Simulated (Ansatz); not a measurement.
BI₃ (SMILES IB(I)I), singlet (typed; the unrestricted solution is spin-contaminated), at a GFN2-xTB geometry (core potentials on I), with bond 4-1 at 2.2 times its length; PBE0/def2-SVP (Ansatz, a first-principles code).

Input for Ansatz:
Ansatz 0.2 input:
```yaml
crystal:
  periodic: [false, false, false]
  atoms:
    - {symbol: B, position_ang: [-0.00000000, -0.00000000, -0.00000000]}
    - {symbol: I, position_ang: [1.99149933, -0.34837003, -0.59670522]}
    - {symbol: I, position_ang: [-0.73946532, -0.87800252, 1.76799066]}
    - {symbol: I, position_ang: [-2.75447480, 2.69801961, -2.57682797]}
basis:
  gaussian:
    orbitals: def2-SVP
hamiltonian:
  xc: pbe0
scf: {lower_state_search: off}
magnetization: {spin_polarized: true}
```

Predict the main parts of the log of this Ansatz run.


```
Functional definition: PBE0
these checks for a lower state are left out or cut short: stability, starts, cluster_reference, orbital_swaps, neighbouring_geometries, increment
1148 factors; integrals over basis functions are off by at most 4.6e-4 eV
mean field evaluation 1: about -24972.9956 eV, gradient 1.2e1 eV
mean field evaluation 2: about -24789.3238 eV, gradient 8.6e1 eV
mean field evaluation 4: about -24964.6825 eV, gradient 2.2e1 eV
mean field evaluation 8: about -24976.1455 eV, gradient 3.3e-1 eV
mean field evaluation 16: about -24976.8927 eV, gradient 6.5e-2 eV
mean field -24976.89326658 eV, -917.8838976005 hartree, gradient 2.0e-6 eV, S^2 0.912653; 0 other end points of the search recorded, 0 dependent functions left out
reference -24976.89329214 eV, -917.8838985399 hartree; 40, 40 occupied and 52, 52 virtual orbitals, 1148 factors
Total energy: -24976.89329214 eV, -917.8838985399 hartree
Checks for a lower state left out: stability, starts, cluster_reference, orbital_swaps, neighbouring_geometries, increment
```
